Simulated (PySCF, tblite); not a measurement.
Isomers of C5H15NSSi2, one GFN2-xTB conformer each. Single-point energies are computed at PBE0/pcSseg-1 (PySCF, gas phase, no added dispersion term), electronic only.

**Question.** Rank them by PBE0/pcSseg-1 energy, lowest first (kJ/mol).
A. `[CH2:1]=[CH:2][N:3]([SiH2:4][S:5][SiH3:6])[CH:7]([CH3:8])[CH3:9]` with C1–C2–N3–Si4 0°, C2–N3–Si4–S5 -179°, N3–Si4–S5–Si6 178°, C2–N3–C7–C8 60°
B. `[CH2:1]=[C:2]([CH3:3])[Si@@H:4]([CH2:5][CH3:6])[S:7][SiH2:8][NH2:9]` with C1–C2–Si4–C5 -75°, C2–Si4–C5–C6 -56°, C2–Si4–S7–Si8 56°, Si4–S7–Si8–N9 -179°, S7–Si8–N9–H 67° and -67°
C. `[CH3:1][CH2:2][Si@@H:3]1[CH2:4][CH2:5][NH:6][Si@@H:7]1[S:8][CH3:9]` with C1–C2–Si3–C4 179°, N6–Si7–S8–C9 171°, C2–Si3–C4–C5 -147°, Si3–C4–C5–N6 45°, C4–C5–N6–Si7 -51°, C5–N6–Si7–S8 154°
D. `[CH3:1][CH2:2][Si@@H:3]([S:4][SiH2:5][NH2:6])[CH:7]1[CH2:8][CH2:9]1` with C1–C2–Si3–S4 -54°, C2–Si3–S4–Si5 167°, Si3–S4–Si5–N6 47°, S4–Si5–N6–H 179° and 40°, C2–Si3–C7–C8 11°
E. `[CH2:1]=[C:2]([S:3][CH3:4])[Si@H:5]([CH3:6])[CH2:7][SiH2:8][NH2:9]` with C1–C2–S3–C4 5°, C1–C2–Si5–C6 127°, C2–Si5–C7–Si8 174°, Si5–C7–Si8–N9 45°, C7–Si8–N9–H 42° and 180°
F. `[NH2:1][SiH2:2][SiH2:3][S:4][CH:5]1[CH2:6][CH2:7][CH2:8][CH2:9]1` with H–N1–Si2–Si3 -171° and 51°, N1–Si2–Si3–S4 175°, Si2–Si3–S4–C5 157°, Si3–S4–C5–C6 -67°, S4–C5–C6–C7 131°, C5–C6–C7–C8 22°, C6–C7–C8–C9 -39°, C7–C8–C9–C5 41°

**Answer.** B (0.0), D (13.9), C (38.3), F (81.7), A (102.8), E (117.5).

GFN2-xTB itself gives, in the same order: 105.2, 89.7, 132.0, 60.7, 0.0, 296.8. GFN2-xTB puts C=CN([SiH2]S[SiH3])C(C)C lowest instead; measured from each level's own lowest isomer, the values differ by up to 179.3 kJ/mol (C=C(SC)[Si@H](C)C[SiH2]N: 296.8 against 117.5).

**Question.** Which frontier levels, dipoles and rotational constants go with these structures?

**Answer.** 
```csv
SMILES,"HOMO (eV, PBE0/pcSseg-1)",LUMO (eV),dipole (D),"A, B, C (MHz)"
C=C(C)[Si@@H](CC)S[SiH2]N,-6.95,-0.44,0.70,"1500, 557.8, 458.6"
CC[Si@@H](S[SiH2]N)C1CC1,-7.02,0.41,2.15,"1304, 699.5, 556.5"
CC[Si@@H]1CCN[Si@@H]1SC,-6.46,-0.31,1.28,"1052, 837.5, 517.7"
N[SiH2][SiH2]SC1CCCC1,-6.50,-0.50,2.32,"2196, 429.7, 404.8"
C=CN([SiH2]S[SiH3])C(C)C,-6.04,-0.04,0.20,"1589, 541.9, 447.2"
C=C(SC)[Si@H](C)C[SiH2]N,-6.13,0.03,1.32,"2395, 407.6, 377.4"
```

**Question.** What happens when harmonic zero-point energies from GFN2-xTB frequencies are added?

**Answer.** 
```tsv
SMILES	ZPE (kJ/mol)	electronic (kJ/mol)	with ZPE (kJ/mol)
C=C(C)[Si@@H](CC)S[SiH2]N	491.8	0.0	0.0
CC[Si@@H](S[SiH2]N)C1CC1	498.1	13.9	20.2
CC[Si@@H]1CCN[Si@@H]1SC	504.5	38.3	51.0
N[SiH2][SiH2]SC1CCCC1	498.2	81.7	88.1
C=CN([SiH2]S[SiH3])C(C)C	485.2	102.8	96.3
C=C(SC)[Si@H](C)C[SiH2]N	482.4	117.5	108.1
```

The zero-point energies span 22.1 kJ/mol. The order is unchanged.
